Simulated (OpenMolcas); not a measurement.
neutral silicon: effect of the active space

```
Program             : OpenMolcas 26.06
Method              : XMS-CASPT2 or its RAS form, IPEA 0.25 Eh, imaginary shift 0.1 Eh
Basis               : ANO-RCC-VTZP
Scalar Hamiltonian  : DKH2, point nucleus
Spin-orbit coupling : RASSI with atomic mean-field integrals over the reference wave functions, term energies averaged over their components
```

A. 2 electrons in 3 orbitals (3p); 2S+1 = 3 even, 3 roots; 2S+1 = 1 even, 6 roots; closed shells correlated: 2s 2p 3s; CASPT2 step roughly 0.6 core-seconds
B. 4 electrons in 4 orbitals (3s 3p); 2S+1 = 3 even, 3 roots; 2S+1 = 1 even, 6 roots; 2S+1 = 5 odd, 1 root; 2S+1 = 3 odd, 8 roots; closed shells correlated: 2s 2p; CASPT2 step roughly 1.5 core-seconds
C. 4 electrons in 8 orbitals (3s 3p 4s 4p); 2S+1 = 3 even, 3 roots; 2S+1 = 1 even, 6 roots; 2S+1 = 5 odd, 1 root; 2S+1 = 3 odd, 8 roots; closed shells correlated: 2s 2p; CASPT2 step roughly 4 core-seconds
D. 4 electrons in 9 orbitals (RAS2 3s 3p; RAS3 3d, at most 2 electrons); 2S+1 = 3 even, 3 roots; 2S+1 = 1 even, 6 roots; 2S+1 = 5 odd, 1 root; 2S+1 = 3 odd, 8 roots; 2S+1 = 1 odd, 5 roots; closed shells correlated: 2s 2p; CASPT2 step roughly 10 core-seconds

Energies in eV above 3s² 3p² ³P₀, the measured ground level; measured values from NIST Handbook of Basic Atomic Spectroscopic Data.

```json
{"Level": "3s² 3p² ³P₀", "A": "0.0000", "B": "0.0000", "C": "0.0000", "D": "0.0000", "Measured": "0.0000"}
{"Level": "3s² 3p² ³P₁", "A": "0.0084", "B": "0.0083", "C": "0.0078", "D": "0.0083", "Measured": "0.0096"}
{"Level": "3s² 3p² ³P₂", "A": "0.0244", "B": "0.0241", "C": "0.0227", "D": "0.0243", "Measured": "0.0277"}
{"Level": "3s² 3p² ¹D₂", "A": "0.779", "B": "0.765", "C": "0.801", "D": "0.802", "Measured": "0.7810"}
{"Level": "3s² 3p² ¹S₀", "A": "1.944", "B": "1.811", "C": "1.856", "D": "1.992", "Measured": "1.9087"}
```

Deviations, from unrounded energies. A percentage is the sum of absolute deviations over the sum of measured energies, with the sign that they share, or ± where signs differ.

```tsv
Against measurement	Levels	A	B	C	D
mean absolute deviation (cm-1)	4	85	240	160	220
fine structure of the ground term (%)	2	-11.9	-12.9	-17.9	-12.3
other terms of the ground configuration (%)	2	±1.4	-4.2	±2.7	+3.9
```

A lies closest to measurement on these levels and B furthest from it. The largest miss of A in the table is 3s² 3p² ¹S₀, by +290 cm-1. The ranking rests on the paired levels alone, and a cruder setting can come out closer through cancelling errors.

The two smallest mean deviations differ by little beside CASPT2's spread within terms, so their order carries little weight.

Among A to D the level of the table that moves most is 3s² 3p² ¹S₀, by 1500 cm-1 (lowest in B, highest in D). Moves below CASPT2's spread within the term are not significant.

CASPT2 breaks the degeneracy within a term, and the mean is taken; among the terms shown or strongly mixed into the levels shown the widest spread is 530 cm-1 (3s² 3p² ¹D, B). Over all roots computed the reference weight is 0.86 to 0.98 in B, 0.85 to 0.98 in C; the roots of lowest weight are the least certain, and an intruder state may touch them. With the s shell closed, the reference lacks s² → p² mixing (holds for A). Active for correlation alone: 4p 4s; no level in the range computed is led by a configuration that fills them, so any true level of that kind is missing (holds for C). The run also gave levels led by 3s² 3p 3d, which use shells meant for correlation; these and all levels above them are left out (holds for D). Computed and measured levels are paired by configuration, term and J; levels that our copy of the source lacks, or whose pairing is in doubt (as where it misses far off the trend of its configuration), stay unpaired and out of the deviations. Only configurations of the active space appear. Levels that lie high or do not pair safely by name in every column are left out.
